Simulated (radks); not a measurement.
Q: All-electron atom: Tl III in [Xe] 4f14 5d9 6s2 (not the ground configuration). Calculated with a radial shooting solver on a logarithmic mesh with Libxc functionals: Dirac Kohn-Sham, PBE, spin-unpolarised, spherical densities, point nucleus; open shells fill j = l - 1/2 first. Some entries of the table are withheld. Estimate them.

orbital,occ.,eigenvalue (Ry),<r^2> (bohr^2),<1/r> (bohr^-1)
1s1/2,2,-6285.061,0.0003686,99.55
2s1/2,2,-1119.409,0.005545,(1)
2p1/2,2,-1074.396,(2),24.49
2p3/2,4,-922.5470,(3),19.69
3s1/2,2,-268.3983,0.03596,9.006
3p1/2,2,(4),0.03273,8.913
3p3/2,4,(5),0.03909,7.658
3d3/2,4,-181.0569,0.02987,7.558
3d5/2,6,-173.8491,0.03159,7.276
4s1/2,2,-61.16402,0.1731,3.819
4p1/2,2,-52.44501,(6),3.708
4p3/2,4,-44.23713,(7),3.274
4d3/2,4,-30.03312,0.2170,3.075
4d5/2,6,-28.50212,0.2281,2.976
5s1/2,2,-11.20685,0.8604,1.574
4f5/2,6,-10.16767,0.2591,2.625
4f7/2,8,-9.82951,0.2664,2.587
5p1/2,2,-8.27554,0.9936,1.451
5p3/2,4,-6.77601,1.198,1.292
5d3/2,4,-2.75658,1.988,(8)
5d5/2,5,-2.58377,2.131,(9)
6s1/2,2,-1.96778,5.557,0.5766

A: 
(1) 2s1/2 <1/r> (bohr^-1): 24.56
(2) 2p1/2 <r^2> (bohr^2): 0.003911
(3) 2p3/2 <r^2> (bohr^2): 0.005095
(4) 3p1/2 eigenvalue (Ry): -248.1456
(5) 3p3/2 eigenvalue (Ry): -214.3856
(6) 4p1/2 <r^2> (bohr^2): 0.1760
(7) 4p3/2 <r^2> (bohr^2): 0.2077
(8) 5d3/2 <1/r> (bohr^-1): 1.002
(9) 5d5/2 <1/r> (bohr^-1): 0.9653
